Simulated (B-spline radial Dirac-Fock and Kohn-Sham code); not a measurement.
Core and valence levels of Lu⁴²⁺

System: the Lu⁴²⁺ ion in the configuration 1s2 2s2 2p6 3s2 3p6 3d10 4s1; nuclear rms radius 5.37 fm (A = 175).

These are calculated numbers from a radial B-spline solver; the model is Dirac-Fock (average of configuration) total-energy differences with a finite nucleus, the Breit interaction including its frequency dependence, and self-energy and vacuum-polarisation corrections. The model has no electron correlation. Energies are counted from the vacuum level. Subshells whose hole state is unreliable or did not converge are left out.

All terms are in eV, carry their sign (relaxation lowers the binding energy) and add up to the binding energy; ⟨r⟩ is the mean radius of the orbital in the initial state.

```tsv
subshell	−ε (Koopmans)	relaxation	Gaunt	retardation	self-energy	vacuum polarisation	binding energy	⟨r⟩ (bohr)
K (1s)	65736.9	-52.34	-219.03	19.52	-127.65	23.12	65380.5	0.019
L1 (2s)	12958.9	-20.06	-24.21	1.73	-18.13	3.06	12901.3	0.081
L2 (2p1/2)	12443.1	-22.99	-41.39	4.50	0.05	0.10	12383.4	0.067
L3 (2p3/2)	11318.1	-20.52	-28.88	5.98	-1.27	-0.11	11273.3	0.075
M2 (3p1/2)	4200.5	-3.64	-8.48	0.88	-0.09	0.03	4189.1	0.198
M3 (3p3/2)	3946.2	-3.08	-5.82	1.26	-0.35	-0.03	3938.2	0.211
M4 (3d3/2)	3581.3	-4.43	-4.04	0.43	0.29	-0.03	3573.5	0.184
M5 (3d5/2)	3525.8	-4.14	-2.92	0.45	0.13	-0.03	3519.3	0.188
N1 (4s)	2128.4	-0.20	-1.74	0.19	-1.40	0.23	2125.5	0.416
```

For the deepest level, K (1s), the Breit terms make up -0.305 % of the binding energy, QED -0.160 % and orbital relaxation -0.080 %.

Spin-orbit splittings: 2p 1110.2 eV, 3p 251.0 eV, 3d 54.26 eV.

Going to the tabulated ground configuration of the next ion removes an electron from N1 (4s), computed at 2125.5 eV. NIST lists 2125.5 ± 1.1 eV as the ionisation energy of this species (semi-empirical), +0.05 eV from the computed value, within the stated uncertainty.
